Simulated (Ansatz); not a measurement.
Q: Predict a relaxed structure of Ge(SiH3)2H2 (Si2GeH8), charge 0, singlet, at PBE-D4/def2-SVP (Ansatz).

A: 
```xyz
11

Ge    0.902   -0.410    0.064
Si   -0.857   -1.193   -1.358
H    -2.052   -1.571   -0.524
H    -0.422   -2.393   -2.155
H    -1.263   -0.100   -2.310
Si    0.179    1.502    1.310
H    -1.015    1.136    2.150
H    -0.218    2.602    0.363
H     1.272    2.009    2.213
H     2.144   -0.039   -0.794
H     1.330   -1.542    1.040
```
Point group C2v (tolerance 0.1 Å). This is one stationary point.
